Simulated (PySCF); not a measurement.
Predicted microwave data (PBE0/pcSseg-1 in PySCF (dipole) on a GFN2-xTB geometry, gas phase) for one isomer of C3H6O4SSi:

```
Rotational constants : A = 1640, B = 917.1, C = 655.5 MHz
Dipole components    : |μa| = 0.52 D, |μb| = 0.06 D, |μc| = 0.90 D
Inertial defect      : -88.14 u·Å²
κ                    : -0.47
```

Question: Which structure is it? (One computed conformer of each.)
A. `[CH3:1][S:2][Si@@H:3]([O:4][CH:5]=[O:6])[C:7](=[O:8])[OH:9]` with C1–S2–Si3–O4 -172°, S2–Si3–O4–C5 -176°, Si3–O4–C5–O6 5°, S2–Si3–C7–O8 64°, Si3–C7–O9–H 178°
B. `[O:1]=[C:2]([OH:3])[CH2:4][O:5][C:6](=[S:7])[O:8][SiH3:9]` with O1–C2–O3–H -2°, O1–C2–C4–O5 12°, C2–C4–O5–C6 69°, C4–O5–C6–S7 9°, O5–C6–O8–Si9 7°

Answer: A. It is CS[Si@@H](OC=O)C(=O)O, an asymmetric top, point group C1. The candidates at the same level (rigid rotor, commonest isotopes):

```
               SMILES  A (MHz)  B (MHz)  C (MHz)  μa (D)  μb (D)  μc (D)  Δ (u·Å²)  point group           rotor
CS[Si@@H](OC=O)C(=O)O     1640    917.1    655.5    0.52    0.06    0.90    -88.14           C1  asymmetric top
 O=C(O)COC(=S)O[SiH3]     2000    752.1    629.0    0.61    3.20    1.86   -121.14           C1  asymmetric top
```

`O=C(O)COC(=S)O[SiH3]` has A 22 % too high. No structure here is proved a minimum.
